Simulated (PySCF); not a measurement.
One of the candidates below gave these computed data.

All candidates are C5H7NSi.

* 13C NMR: chemical shifts (computed TMS as zero) by class: 124.0 (1 C), 39.9 (1 C), 37.2 (1 C), 19.6 (1 C), -6.1 (1 C) ppm [GIAO PBE0/pcSseg-1]
* Dipole: 4.13 D [PBE0/def2-SVPD]
* Triplet: lowest triplet excitation (Tamm–Dancoff): 4.95 eV [TDA PBE0/def2-SVPD]
* NMR, other nuclei: isotropic shieldings of nuclei other than C and H, by class: -42 (1 N), 438 (1 Si) ppm [GIAO PBE0/pcSseg-1]
* UV, first state: lowest singlet excitation: 6.10 eV (203 nm, f = 0.012) [TDDFT PBE0/def2-SVPD]
* UV, strongest line: among the 8 lowest singlet transitions: S2 at 6.37 eV (195 nm, f = 0.161) [TDDFT PBE0/def2-SVPD]
* Rotational structure: rotational constants A, B, C: 4.432, 1.364, 1.189 GHz [GFN2-xTB]
* 1H NMR: chemical shifts (computed TMS as zero) by class: 3.78 (3 H), 2.60 (1 H), 1.86 (1 H), 1.74 (1 H), 1.52 (1 H) ppm [GIAO PBE0/pcSseg-1]

Gas-phase values; electronic properties from PySCF, density fitting. Levels stand in brackets. Geometry: GFN2-xTB; no solvent, vibrations or thermal averaging. GFN2-xTB frequencies show an imaginary mode (59i cm⁻¹), so this geometry is no minimum at that level. NMR classes are plain means over equivalent atoms (diastereotopic ones count apart unless rotation or inversion swaps them), as if these changed places fast.

Question: Which candidate is it?
A. `N#CCC#CC[SiH3]`
B. `C=C1C[C@@H](C#N)[SiH2]1`
C. `N#C[C@@]12C[C@@H]1[C@@H]2[SiH3]`

Answer: C. It is `N#C[C@@]12C[C@@H]1[C@@H]2[SiH3]`. Numbering: `[N:1]#[C:2][C@@:3]12[CH2:4][C@@H:5]1[C@@H:6]2[SiH3:7]`. Its formula, C5H7NSi, gives 4 degrees of unsaturation: 2 rings and 2 π bonds in the structure found. 5 carbons fall into 5 classes; from least to most shielded: nitrile carbon [C2] (124.0 ppm), three-membered-ring carbon [C4] (39.9 ppm), ring sp3 carbon bound to silicon [C6] (37.2 ppm), sp3 carbon at a ring junction [C5] (19.6 ppm), sp3 carbon at a ring junction [C3] (-6.1 ppm). Hydrogen classes from least to most shielded: 3 H on an SiH3 silicon, Si7 (3.78 ppm), 1 H on an sp3 carbon at a ring junction, C5 (2.60 ppm), 1 H on a three-membered-ring carbon, C4 (1.86 ppm), 1 H on an sp3 carbon bound to silicon, C6 (1.74 ppm), 1 H on a three-membered-ring carbon, C4 (1.52 ppm). The other shieldings belong to: -42 ppm, nitrile nitrogen [N1]; 438 ppm, SiH3 silicon [Si7]. The optimised geometry has point group C1 and is an asymmetric top.

The others, at the same levels:
- `C=C1C[C@@H](C#N)[SiH2]1` fails: its computed 13C shifts are 153.5 (1 C), 139.5 (1 C), 127.0 (1 C), 42.2 (1 C), 5.8 (1 C) ppm, 1H shifts are 6.24 (1 H), 5.95 (1 H), 5.25 (1 H), 5.22 (1 H), 3.40 (1 H), 3.30 (1 H), 2.37 (1 H) ppm and smallest rotational constant is 1.248 GHz (against 1.189 GHz).
- `N#CCC#CC[SiH3]` fails: its computed 13C shifts are 119.4 (1 C), 89.1 (1 C), 72.9 (1 C), 9.4 (1 C), -0.3 (1 C) ppm, 1H shifts are 4.01 (3 H), 3.24 (2 H), 1.86 (2 H) ppm and lowest singlet excitation is 6.28 eV (198 nm, f = 0.003) (against 6.10 eV).
